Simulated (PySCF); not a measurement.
Iodine: highly charged ions in a basis for the neutral atom

I⁵⁺ [Kr] 4d10 5s2, I⁶⁺ [Kr] 4d10 5s1. All numbers are calculated (PySCF 2.14, scalar relativity by spin-free X2C-1e, in x2c-SVPall (6s5p3d, 36 functions)). No spin-orbit coupling, so a gap to NIST mixes the basis error with missing relativistic terms.

Changed run: basis of the neutral atom used for a highly charged ion. This setting is unsound on purpose.

| species | method | sound run (hartree) | changed run (hartree) | converged |
| --- | --- | --- | --- | --- |
| I⁵⁺ | UHF | not run | -7106.50566 | yes |
| I⁵⁺ | PBE | not run | -7108.81427 | yes |
| I⁵⁺ | BP86 | not run | -7110.02358 | yes |
| I⁶⁺ | UHF | not run | -7103.83896 | yes |
| I⁶⁺ | PBE | not run | -7106.05095 | yes |
| I⁶⁺ | BP86 | not run | -7107.25550 | yes |

Ionisation energy of I⁵⁺:

```tsv
method	changed run (eV)	NIST (eV)
UHF	72.564	74.4 ± 0.4
PBE	75.194	74.4 ± 0.4
BP86	75.323	74.4 ± 0.4
```

The contracted functions were made for the neutral atom and can be too rigid for a highly charged ion.
